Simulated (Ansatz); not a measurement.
Two isomers of CH9AlSi2: A = `C[SiH]([AlH2])[SiH3]`, B = `[AlH2][CH2][SiH2][SiH3]`.

Calculated with Ansatz (gas phase, PBE0-D4/def2-TZVP geometries, no zero-point term in ΔE). CCSD(T)/CBS is the MP2 limit (def2-TZVPP, def2-QZVPP) plus CCSD(T) − MP2 in def2-TZVPP, frozen cores. Functionals use def2-TZVPP. Each species was taken in one conformer, which may not be the lowest.

A:

Z-matrix (Å, degrees):
```
C
Si 1 1.889
H 1 1.092 2 110.6
H 1 1.092 2 110.9 3 -119.7
H 1 1.092 2 110.9 3 120.1
Al 2 2.449 1 115.0 3 57.9
Si 2 2.345 1 109.7 3 -63.3
H 2 1.497 1 109.5 3 -178.5
H 6 1.592 2 121.1 1 -15.2
H 6 1.590 2 120.3 1 167.1
H 7 1.490 2 111.9 1 -55.3
H 7 1.491 2 110.3 1 64.6
H 7 1.489 2 110.7 1 -176.4
```

B:

```xyz
13

Al    0.355    1.629   -0.601
C    -0.031   -0.084   -1.514
Si   -0.846   -1.163   -0.236
Si    0.354   -0.520    1.672
H     1.804    2.276   -0.687
H    -0.889    2.467   -0.070
H     0.904   -0.541   -1.853
H    -0.679    0.052   -2.385
H    -0.787   -2.637   -0.449
H    -2.268   -0.779   -0.022
H     1.653   -1.217    1.861
H     0.771    0.905    1.306
H    -0.340   -0.386    2.977
```

Q: Which isomer does CCSD(T)/CBS put lower? Give the gap. (An estimate is asked.)

A: The calculation gave: B, by 11.0 kJ/mol.

Q: Give E(B) − E(A) in kJ/mol with BLYP-D4, ωB97M-V, CCSD(T)/def2-SVP, r2SCAN-D4, LDA (SPW92), PBE-D4, CCSD(T)/def2-TZVPP. (Best estimate.)

A: Computed: BLYP-D4 -5.6, ωB97M-V -18.8, CCSD(T)/def2-SVP -1.7, r2SCAN-D4 -11.1, LDA (SPW92) -17.6, PBE-D4 -4.2, CCSD(T)/def2-TZVPP -9.1. None reverses the order clearly.

Q: Does the order hold for the free energy at 298.15 K (harmonic terms from PBE0-D4)? (Estimate.)

A: Ansatz gave: Yes: G(B) − G(A) = -9.5 kJ/mol, for one conformer each.

Largest T1 diagnostic: 0.012.

From BLYP to BHLYP (50 % exact exchange), in def2-TZVPP and without D4, E(B) − E(A) moves by −7.2 kJ/mol. Leaving LDA and LC-ωPBE aside and taking each functional with its dispersion term where it has one, the values, not all of them listed here, spread over 14.7 kJ/mol, from ωB97M-V to revPBE-D4. LDA lies −17.1 kJ/mol from PBE without D4.
